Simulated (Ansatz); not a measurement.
Reaction (formal hydrolysis of a Ge–C bond): `[CH3][Ge]([OH])([OH])[OH]` + H₂O → `[OH][Ge]([OH])([OH])[OH]` + CH₄

Calculated with Ansatz (gas phase, PBE0-D4/def2-TZVP geometries, no zero-point term in ΔE). CBS: MP2 limit from def2 TZ/QZ plus the TZ coupled-cluster correction, frozen cores. This one scheme is used for every species. DFT in def2-TZVPP. For Ge outer-core shells are correlated without core-valence functions, which leaves a few kJ/mol of doubt a bond. Scalar relativity is left out up to krypton. Each species was taken in one conformer, which may not be the lowest.

```tsv
level	ΔE (kcal/mol)
LDA (SPW92)	-10.7
CCSD(T)/def2-SVP	-16.0
```

Problem. What does CCSD(T)/CBS give? (Best estimate.)

Solution. Computed: -10.9 kcal/mol. The listed levels differ from it by 0.2, -5.1 kcal/mol.

Largest T1 diagnostic among the species: 0.012.

From BLYP to BHLYP (50 % exact exchange), in def2-TZVPP and without D4, ΔE moves by −1.1 kcal/mol. Leaving LDA and LC-ωPBE aside and taking each functional with its dispersion term where it has one, the values, not all of them listed here, spread over 3.4 kcal/mol, from B97M-V to PBE-D4.
